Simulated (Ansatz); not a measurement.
Mulliken charges of GaH6NOSi (`N[SiH](O)[GaH2]`) from PBE/def2-TZVPP in Ansatz (PBE0-D4/def2-TZVP geometry).

```tsv
atom	x (Å)	y (Å)	z (Å)	charge (e)
N1	-1.446	-0.100	-0.785	-0.374
Si2	0.180	-0.419	-0.340	0.321
O3	0.437	-1.663	0.731	-0.345
Ga4	1.060	1.493	0.829	0.115
H5	-1.891	-0.559	-1.563	0.149
H6	-2.119	0.258	-0.128	0.157
H7	0.824	-0.772	-1.639	-0.105
H8	0.284	-2.558	0.423	0.176
H9	0.202	2.199	1.950	-0.049
H10	2.471	2.121	0.522	-0.045
```

Problem. By hand: the dipole of these point charges (1 e Å = 4.8032 D).

Solution. Σ q r = (-0.202, 0.033, -0.098) e Å, of length 0.227 e Å = 1.09 D.

Problem. How does the dipole of the full density compare? (Best estimate.)

Solution. Ansatz gave: (-0.375, -0.289, -0.227) e Å, 2.52 D; the point charges give 0.43 times that, at 42° from its direction.

Point charges leave out the atoms' own dipoles, such as those of lone pairs, and Mulliken's split depends on the basis, so the two needn't agree.
